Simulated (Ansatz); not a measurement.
Cost and result up the ladder for Al₂SiO₅ (8 atoms). Charge 0, multiplicity 1. Geometry: PBE-D4/def2-SVP.

```xyz
8

Al   -0.5792    1.3782   -1.2566
Al   -0.3028    0.5878    1.2171
Si    0.6950   -1.5858    0.5561
O     0.3085   -0.8314    2.0332
O    -0.8966    1.9636    0.4464
O     0.1387   -0.2804   -0.3777
O     1.3177   -2.9481    0.2245
O    -0.6813    1.7160   -2.8432
```

Ansatz on 4 threads of Arm Neoverse V1 on a shared host. Times are rough, and most runs start from the orbitals of an earlier one. PBE0-D4/def2-TZVP serves as the yardstick here, not as an exact answer. Differences are given only for rows in sets of like size (and for xTB, whose basis is part of the method), since another set adds its own error. Binding counts from free atoms at the same level (Al doublet, Si triplet, O triplet; other spins of the atoms weren't run), without zero-point energy or a counterpoise term.

Correlated methods freeze 20 core orbitals. The rows differ in basis, and correlated rows in double-zeta sets carry the largest basis error. Another isomer (singlet) lies 0.57 eV lower at PBE0-D4/def2-TZVP; other spin states weren't run for this one.

Correlated methods converge slowly with the basis, most of all in double-zeta sets.

```json
{"level": "PBE-D4/def2-TZVP (with forces)", "functions": "266", "wall time": "4.2 s", "binding energy per atom (eV)": "4.86", "difference from PBE0-D4/def2-TZVP (eV)": "0.28", "remarks": "–"}
{"level": "r2SCAN-D4/def2-TZVP", "functions": "266", "wall time": "7.5 s", "binding energy per atom (eV)": "4.75", "difference from PBE0-D4/def2-TZVP (eV)": "0.18", "remarks": "–"}
{"level": "BHLYP-D4/def2-TZVP", "functions": "266", "wall time": "8 s", "binding energy per atom (eV)": "4.28", "difference from PBE0-D4/def2-TZVP (eV)": "-0.30", "remarks": "–"}
{"level": "PBE0-D4/def2-TZVP", "functions": "266", "wall time": "8.5 s", "binding energy per atom (eV)": "4.58", "difference from PBE0-D4/def2-TZVP (eV)": "0.00", "remarks": "–"}
{"level": "r2SCANh-D4/def2-TZVP", "functions": "266", "wall time": "11 s", "binding energy per atom (eV)": "4.65", "difference from PBE0-D4/def2-TZVP (eV)": "0.07", "remarks": "–"}
{"level": "CCSD(T)/def2-SVP", "functions": "124", "wall time": "16 s", "binding energy per atom (eV)": "4.22", "difference from PBE0-D4/def2-TZVP (eV)": "–", "remarks": "large T1 (0.025)"}
```
